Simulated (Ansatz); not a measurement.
Cartesian coordinates in Å:
```
C 0.178 0.537 -0.467
N -0.504 -0.473 -0.146
Zn 0.500 -1.340 2.657
H 0.067 1.094 -1.403
H 0.939 0.898 0.229
H -1.180 -0.717 -0.870
```

Total charge 0; spin multiplicity 1. The bonds changed during the relaxation, so this is another structure than the one it started from.

Question: List the PBE/def2-TZVPP orbital energies in eV (the Gaussian-basis code of Ansatz). (Best estimate.)

Answer: Computed: Occupied: -9405.90, -1132.35, -998.13, -998.13, -998.13, -380.79, -270.42, -124.45, -81.81, -81.81, -81.79, -22.94, -15.60, -12.68, -10.75, -9.97, -9.97, -9.96, -9.96, -9.95, -8.65, -6.75, -5.08. Lowest empty: -1.92, -0.78, -0.67, -0.26, 0.65, 1.61, 2.83, 3.97.
